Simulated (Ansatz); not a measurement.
Question: Name a neutral molecule of C, F, Ge, Si and H with HOMO–LUMO gap (B3LYP/def2-TZVPP) between 5.80 and 6.10 eV and HOMO–LUMO gap (PBE0/def2-TZVPP) between 6.10 and 6.40 eV (Ansatz, PBE0-D4/def2-TZVP geometry).

Answer: `F[CH]1[SiH2][GeH2]1` (5.90 eV, 6.33 eV); `F[SiH]1[CH2][GeH2]1` (6.00 eV, 6.37 eV). Other molecules can fit too; these were computed, each in one conformer that needn't be the lowest.

B3LYP here is the variant with VWN-RPA as its local correlation; programs differ in this.
